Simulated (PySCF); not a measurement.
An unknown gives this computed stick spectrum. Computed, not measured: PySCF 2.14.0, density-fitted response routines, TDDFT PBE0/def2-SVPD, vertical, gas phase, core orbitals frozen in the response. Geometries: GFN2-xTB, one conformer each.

```tsv
state	E (eV)	f	main configurations (H = HOMO, L = LUMO)
S1	4.57	0.477	H→L (95%)
S2	5.01	0.040	H-1→L (84%), H→L+1 (14%)
S3	5.62	0.043	H-2→L (47%), H→L+1 (40%)
S4	5.71	0.064	H→L+1 (44%), H-2→L (35%), H-3→L (10%)
S5	6.25	0.072	H-3→L (72%), H-2→L (13%)
S6	6.56	0.0057	H→L+2 (42%), H→L+3 (35%), H-4→L (8%)
S7	6.60	0.0091	H-4→L (74%), H-5→L (12%)
S8	6.85	0.0040	H-5→L (80%), H-4→L (15%)
```

Triplets computed (Tamm–Dancoff): 2.52, 3.73, 4.59 eV.

Task: Which structure fits?
A. `[H]/N=C(\C)CCC(F)(F)F`
B. `C#CC(C#C)/N=C/CF`
C. `C=C/C(=C\C#N)C(=C)F`

Result: C. Its S1, at 4.57 eV, is the lowest among the candidates; the nearest of the others has S1 at 5.06 eV. S1 is HOMO→LUMO (95%). Löwdin shares by element: HOMO carbon 46% or more, nitrogen 12% (atoms not listed hold the other 42%); LUMO carbon 60% or more (atoms not listed hold the other 40%). At the same level the other candidates give, for their lowest levels:
- `C#CC(C#C)/N=C/CF`: 5.06 eV (f 0.000); 5.95 eV (f 0.003); 6.19 eV (f 0.001); 6.39 eV (f 0.090); 6.42 eV (f 0.009); T1 4.28 eV; HOMO -7.89, LUMO -0.95 eV
- `[H]/N=C(\C)CCC(F)(F)F`: 5.43 eV (f 0.002); 6.99 eV (f 0.038); 7.82 eV (f 0.051); 7.92 eV (f 0.031); 8.13 eV (f 0.029); T1 4.64 eV; HOMO -7.61, LUMO -0.19 eV

The values belong to the conformer `[CH2:1]=[CH:2]/[C:3](=[CH:4]\[C:5]#[N:6])[C:7](=[CH2:8])[F:9]`: C1–C2–C3–C4 -151°, C2–C3–C7–C8 28°.
